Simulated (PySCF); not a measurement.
Stretching KSn⁺

Set-up: K def2-SVP, Sn def2-SVP with ECP28; scalar-relativistic core potentials (PySCF 2.14). Energies in eV from K⁺ + Sn in their ground configurations at the same level. State: ³Π (triplet), unpaired electrons σ ↑, π ↑.

| R (Å) | UHF-SCS-MP2 | PBE |
| --- | --- | --- |
| 3.372 | -0.1424 | -0.2622 |
| 3.529 | -0.2246 | -0.3270 |
| 3.686 | -0.2719 | -0.3620 |
| 3.803 | -0.2911 | -0.3744 |
| 3.921 | -0.2998 | -0.3781 |
| 4.039 | -0.3008 | -0.3752 |
| 4.196 | -0.2932 | -0.3639 |
| 4.391 | -0.2748 | -0.3423 |
| 4.627 | -0.2458 | -0.3104 |
| 4.941 | -0.2041 | -0.2650 |

Put a parabola through the three lowest points of the UHF-SCS-MP2 curve and estimate Re, k and ωe (reduced mass 29.41 u; 1 eV/Å² = 0.16022 mdyn/Å; ωe = 1302.8·√(k/μ) cm⁻¹).

Through R = 3.921, 4.039, 4.196 Å the second-order coefficient is 0.207 eV/Å², so Re ≈ 4.000 Å, k ≈ 0.0663 mdyn/Å and ωe ≈ 62 cm⁻¹. A polynomial fit of higher order to the unrounded UHF-SCS-MP2 energies gives Re = 3.995 Å, k = 0.0748 mdyn/Å, ωe = 65.7 cm⁻¹; anharmonicity and rounding make the difference.

The higher-order fit for each curve: UHF-SCS-MP2: Re = 3.995 Å, ωe = 65.7 cm⁻¹, De = 0.301 eV; PBE: Re = 3.922 Å, ωe = 66.0 cm⁻¹, De = 0.378 eV.

Correlated steps freeze 9 core orbitals. The bond is weak. Basis-set superposition, not corrected here, can be much of De in a small basis, most of all at correlated wavefunction levels. Spin–orbit coupling is left out, which matters for elements this heavy, above all for dissociation energies. For an ion De counts to the pair picked by the measured ionisation energies or electron affinities, which need not be the lowest pair at this level. The state is the lowest determinant that a PBE0 search found; another state may lie lower at other levels.
